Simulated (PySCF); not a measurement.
**Pr(IV) with more and more OH**

Computed with PySCF 2.14.0, PBE0, def2-SVP on the ligands, density fitting, scalar-relativistic core potentials, no spin-orbit coupling, vacuum. The metal has lcecp-2-SVP with ECP47. Each complex is relaxed within the symmetry of its template. Distances are means of the shortest metal–ligand contacts, charges and spins Mulliken's; removal energies are rigid, with the ligand's formal charge and no counterpoise, so too large; for an anion taken off a cation in vacuum most of it is the attraction of opposite charges, and multiply charged cations can part far more cheaply with an electron moved from ligand to metal. lcecp potentials hold a fixed number of 4f electrons in the core, out of states, spins and gaps.

| complex | point group | M–OH (Å) | charge on M (e) | removal of one OH (eV) | strongest infrared band, degenerate modes summed (cm⁻¹) | unstable modes (below −25 cm⁻¹) |
| --- | --- | --- | --- | --- | --- | --- |
| [Pr(OH)2]2+ | C2v | 1.920 | 1.94 | 26.42 | 3638 | 0 |
| Pr(OH)4 | nearly Td | 2.062 | 1.35 | 11.51 | 318 | 0 |

Q: What does the calculation give for [Pr(OH)3]+?

A: point group: C3v, M–OH (Å): 1.992, charge on M (e): 1.56, removal of one OH (eV): 17.92, strongest infrared band, degenerate modes summed (cm⁻¹): 3895, unstable modes (below −25 cm⁻¹): 0.
```xyz
7

Pr    0.0000    0.0000   -0.7266
O     1.8483    0.0000    0.0168
H     2.6454    0.0000    0.5626
O    -0.9242    1.6006    0.0168
H    -1.3227    2.2909    0.5626
O    -0.9241   -1.6006    0.0168
H    -1.3227   -2.2910    0.5626
```

The more ligands, the longer each bond and the weaker the last ligand is held.

One start shape was tried for each, so a minimum needn't be the lowest isomer. Oxidation states forced by the potential, rare, strongly oxidising or of another configuration in reality: [Pr(OH)2]2+, [Pr(OH)3]+, Pr(OH)4.
